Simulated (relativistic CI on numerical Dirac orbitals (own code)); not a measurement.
## Hg⁶²⁺: q coefficients and field-shift factors

Computed by Dirac-Coulomb-Breit CI, KLI orbitals optimised for each configuration, derivatives by finite differences, unscaled Slater integrals, QED left out (own radial code, finite nucleus).

CI space (outside the closed core [Ne]): 3s2 3p6, 3s2 3p5 3d, 3s 3p6 3d, 3p6 3d2, 3p5 3d3. Double excitations out of closed p, d and f shells are left out; levels of such configurations are missing from the list, as are those of other unlisted configurations, and high levels can miss mixing partners.

With x = (α/α₀)² − 1 an excitation energy changes as ω = ω₀ + qx; K = 2q/ω₀ is the relative enhancement. Terms are leading LS components, so labels can repeat. The field-shift factor is F = δν/δ⟨r²⟩ for the transition from the lowest level.

Lowest level 3s2 3p6 1S_0.

```
           Level  ω₀ (cm⁻¹)   q (cm⁻¹)      K  F (GHz/fm²)
3s2 3p5 3d 3P°_0    2126933     152600  0.144         32.9
3s2 3p5 3d 3P°_1    2232969     170800  0.153         34.1
3s2 3p5 3d 3F°_3    2263161     143200  0.127         33.5
3s2 3p5 3d 3D°_2    2302276     151700  0.132         33.8
3s2 3p5 3d 3F°_4    3104862  1.069e+06  0.689         64.9
3s2 3p5 3d 1D°_2    3155260  1.079e+06  0.684         64.4
3s2 3p5 3d 3D°_3    3255880  1.078e+06  0.662         66.1
3s2 3p5 3d 1P°_1    3522043  1.108e+06  0.629         56.9
3s2 3p5 3d 3F°_2    6286336  5.284e+06   1.68        -1010
3s2 3p5 3d 3D°_1    6623822  5.306e+06    1.6        -1010
3s2 3p5 3d 3P°_2    7206773  6.224e+06   1.73         -982
3s2 3p5 3d 3F°_3    7251907  6.226e+06   1.72         -984
  3s 3p6 3d 3D_1    8349423  5.797e+06   1.39       -14000
```

At this charge energies of transitions that change n are usually good to better than 1 %, and those within a shell (Δn = 0) to a few per cent.
